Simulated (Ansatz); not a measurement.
`N[B]([SiH3])[GeH3]` + `[NH2][SbH][OH]` → `[OH][SbH][NH][SiH3]` + `N[BH][GeH3]`  (cleavage of the Si–B bond)

Program: Ansatz. Geometries: PBE0-D4/def2-TZVP. ΔE: electronic, gas phase. CCSD(T)/CBS adds triple-zeta CCSD(T) − MP2 to the extrapolated MP2 energy (def2 sets, frozen cores). DFT in def2-TZVPP. def2 core potentials past Kr. For Ge, Sb outer-core shells are correlated without core-valence functions, which leaves a few kJ/mol of doubt a bond. Scalar relativity is left out up to krypton. One conformer a species, not always the lowest.

`N[B]([SiH3])[GeH3]`:

Z-matrix (Å, degrees):
```
Si
B 1 2.017
H 1 1.491 2 110.9
H 1 1.491 2 111.0 3 -119.1
H 1 1.495 2 112.1 3 120.5
Ge 2 2.070 1 122.1 3 59.7
N 2 1.386 1 119.7 3 -120.3
H 6 1.541 2 112.0 1 -60.1
H 6 1.541 2 112.0 1 59.7
H 6 1.547 2 111.5 1 179.8
H 7 1.009 2 123.6 1 -180.0
H 7 1.009 2 123.3 1 0.0
```

`[NH2][SbH][OH]`:

Z-matrix (Å, degrees):
```
N
Sb 1 2.009
H 1 1.008 2 119.1
H 1 1.008 2 116.3 3 -137.1
O 2 1.970 1 97.6 3 -79.8
H 2 1.715 1 96.2 3 9.6
H 5 0.961 2 111.0 1 -87.2
```

`[OH][SbH][NH][SiH3]`:

Z-matrix (Å, degrees):
```
Si
N 1 1.728
H 1 1.490 2 114.2
H 1 1.484 2 107.3 3 120.4
H 1 1.490 2 109.6 3 -120.2
Sb 2 2.015 1 127.3 3 -87.9
H 2 1.010 1 117.0 3 71.5
O 6 1.973 2 99.7 1 50.2
H 6 1.709 2 92.7 1 -39.4
H 8 0.960 6 111.5 2 99.4
```

`N[BH][GeH3]`:

```xyz
9

N    -0.960   -0.215    1.328
B    -0.196    0.621    0.531
Ge    0.749   -0.117   -1.148
H    -1.093   -1.195    1.141
H    -1.438    0.103    2.156
H    -0.105    1.773    0.848
H     0.275    0.587   -2.434
H     0.490   -1.630   -1.341
H     2.278    0.072   -1.082
```

```
             level  ΔE (kcal/mol)
         r2SCAN-D4          -16.2
           PBE0-D4          -14.9
           ωB97X-V          -17.2
               PBE          -13.2
SCS-MP2/def2-TZVPP          -20.0
   CCSD/def2-TZVPP          -18.3
      HF/CBS(def2)          -21.8
    CCSD/CBS(def2)          -18.2
```

What does CCSD(T)/CBS give? (Best estimate.)

Ansatz gave: -17.7 kcal/mol. The listed levels differ from it by 1.5, 2.8, 0.5, 4.5, -2.3, -0.6, -4.1, -0.5 kcal/mol.

Largest T1 diagnostic among the species: 0.014.

In def2-TZVPP, CCSD(T) changes the Hartree–Fock value by +3.6 kcal/mol (the triples alone add +0.5 kcal/mol) and MP2 by +1.8 kcal/mol. From PBE to PBE0 (25 % exact exchange), in def2-TZVPP and without D4, ΔE moves by −1.5 kcal/mol.
